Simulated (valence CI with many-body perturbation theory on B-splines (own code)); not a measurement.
E1 transitions of Rh¹³⁺

Method: valence CI with perturbative core correlation (CI+MBPT): four valence electrons over a frozen Dirac-Fock core [Ar] 3d10, a basis of 11 s, 11 p, 9 d, 7 f, 5 g, 2 h, 1 i functions for each j, with the one-electron correlation potential Σ1, the two-electron term Σ2, the three-electron term Σ3, Breit, model QED; selected CI, second order for the rest (own B-spline code, finite nucleus).

No measured spectrum was set against this ion. As an estimate, levels hold to about 250 cm⁻¹ or 0.2 % of their energy and the worst to 1 %, as in measured heavy ions of charge 2 to 7; those with d or f electrons hold less well.

Lines 1 to 50 of 230 in falling wavelength, among levels below 880900 cm⁻¹, chosen from the strongest by gf and those to the six lowest levels. Wavelengths and rates use the calculated energies, so an error of 800 cm⁻¹ moves a line at 56.14 nm by 0.45 % and its rate by three times that or more. Electric multipoles are in the length gauge, E1 and E2 with the static RPA response of the core. Weak lines are less certain than strong ones. Lines between different terms over intervals too small for the method are left out, as are lines whose strength nearly cancels. The highest levels of a list are the least certain.

Names give the largest LS component (configuration and term), which can be under half, so a name can repeat, a term be missing and a line seem to break the LS rules; names also repeat where a configuration has a term twice. Letters in brackets count levels of one name in rising energy.

```tsv
λ vac (nm)	Upper	Lower	A (s⁻¹)	S (a.u.)
56.14	4s4p³ ⁵S°_2	4s²4p² ¹D_2	1.19e+07	5.18e-03
50.18	4s4p³ ³D°_1	4s²4p² ¹S_0	2.44e+07	4.56e-03
45.41	4s4p³ ⁵S°_2	4s²4p² ³P_2	1.42e+08	3.27e-02
45.32	4p⁴ ¹D_2	4s4p³ ¹P°_1	1.46e+09	3.36e-01
44.88	4p⁴ ³P_2	4s4p³ ³S°_1	1.56e+09	3.47e-01
43.95	4s4p²4d ³F_4 [a]	4s²4p4d ³D°_3	3.71e+08	1.40e-01
43.23	4s4p²4d ¹G_4	4s²4p4d ¹F°_3	1.03e+09	3.71e-01
43.00	4s4p³ ⁵S°_2	4s²4p² ³P_1	1.83e+08	3.59e-02
42.74	4s4p³ ³D°_1	4s²4p² ¹D_2	2.01e+08	2.32e-02
42.09	4s4p³ ³D°_2	4s²4p² ¹D_2	5.01e+07	9.21e-03
40.07	4s4p³ ³P°_1	4s²4p² ¹S_0	2.25e+08	2.14e-02
40.00	4s4p³ ³D°_3	4s²4p² ¹D_2	1.05e+09	2.31e-01
39.75	4p⁴ ³P_0	4s4p³ ³S°_1	5.68e+09	1.76e-01
38.40	4p⁴ ³P_1	4s4p³ ³S°_1	3.10e+09	2.60e-01
37.21	4p⁴ ³P_2	4s4p³ ³P°_2	1.91e+09	2.43e-01
36.35	4s4p²4d ³F_3 [a]	4s²4p4d ³F°_3	7.86e+08	1.30e-01
36.32	4p⁴ ¹D_2	4s4p³ ¹D°_2	7.85e+09	9.28e-01
36.26	4s4p²4d ³D_2 [a]	4s²4p4d ³D°_2	1.11e+09	1.31e-01
36.22	4s4p³ ³D°_1	4s²4p² ³P_2	3.45e+08	2.42e-02
35.75	4s4p³ ³D°_2	4s²4p² ³P_2	5.60e+07	6.31e-03
35.17	4s4p³ ³P°_1	4s²4p² ¹D_2	2.47e+07	1.59e-03
34.73	4s4p²4d ³F_3 [b]	4s²4p4d ³D°_3	1.12e+09	1.61e-01
34.67	4s4p³ ³D°_1	4s²4p² ³P_1	7.15e+07	4.41e-03
34.62	4p⁴ ¹S_0	4s4p³ ¹P°_1	1.57e+10	3.21e-01
34.59	4s4p³ ³P°_2	4s²4p² ¹D_2	1.12e+08	1.15e-02
34.27	4s4p²4d ³D_2 [b]	4s²4p4d ³P°_1	1.26e+09	1.25e-01
34.25	4s4p³ ³D°_2	4s²4p² ³P_1	4.07e+09	4.04e-01
34.23	4s4p³ ³D°_3	4s²4p² ³P_2	2.30e+09	3.19e-01
33.79	4s4p²4d ³F_3 [c]	4s²4p4d ³D°_2	9.92e+08	1.32e-01
33.31	4s4p²4d ³F_2 [c]	4s²4p4d ³P°_1	1.43e+09	1.30e-01
33.30	4s4p³ ³S°_1	4s²4p² ¹S_0	1.10e+09	6.00e-02
33.26	4s4p²4d ³G_5	4s²4p4d ³F°_4	5.21e+09	1.04e+00
33.08	4p⁴ ³P_0	4s4p³ ³P°_1	7.42e+09	1.33e-01
32.64	4p⁴ ³P_1	4s4p³ ³P°_2	5.45e+09	2.80e-01
32.48	4p⁴ ³P_2	4s4p³ ³D°_3	9.66e+09	8.17e-01
32.46	4s4p²4d ³D_3 [c]	4s²4p4d ³D°_2	2.72e+09	3.22e-01
32.42	4s4p²4d ³D_3 [a]	4s²4p4d ³P°_2	3.28e+09	3.86e-01
32.33	4s4p²4d ³F_4 [b]	4s²4p4d ³D°_3	1.77e+09	2.65e-01
32.19	4s4p²4d ³S_1	4s²4p4d ³P°_1	2.19e+09	1.08e-01
32.16	4s4p²4d ¹G_4	4s²4p4d ³F°_4	2.09e+09	3.09e-01
31.94	4s4p²4d ³F_3 [c]	4s²4p4d ¹D°_2	3.42e+09	3.85e-01
31.81	4p⁴ ¹D_2	4s4p³ ³P°_2	1.93e+09	1.53e-01
31.60	4s4p²4d ³D_3 [b]	4s²4p4d ³P°_2	3.83e+09	4.17e-01
31.44	4s4p²4d ³G_4	4s²4p4d ³F°_3	6.48e+09	8.94e-01
31.30	4s4p³ ³D°_1	4s²4p² ³P_0	6.19e+09	2.81e-01
31.22	4p⁴ ³P_2	4s4p³ ³D°_2	4.58e+09	3.44e-01
30.75	4s4p²4d ³D_3 [c]	4s²4p4d ¹D°_2	1.72e+09	1.73e-01
30.72	4s4p²4d ³P_0 [b]	4s²4p4d ³D°_1	6.93e+09	9.92e-02
30.63	4s4p³ ³P°_1	4s²4p² ³P_2	6.59e+08	2.81e-02
30.63	4s4p²4d ³G_3	4s²4p4d ³F°_2	7.28e+09	7.23e-01
```
